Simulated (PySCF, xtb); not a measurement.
C2H6GeO3, SMILES C[C](=O)[GeH]([OH])[OH].

GFN2-xTB (xtb) at its own geometry gives an orbital gap of 3.05 eV and a dipole moment of 2.00 D.

The structure is a stationary point at PBE0-D3(BJ)/def2-SVP. This is a generated structure with no PubChem entry under its InChIKey; it may be hypothetical. The values are those of a single conformer.

Problem. What does PySCF with PBE/def2-TZVP give? (The exact figures need the calculation; the answer reports its results.)

Solution. gap 3.10 eV (levels -5.52 and -2.42 eV), dipole 1.53 D.
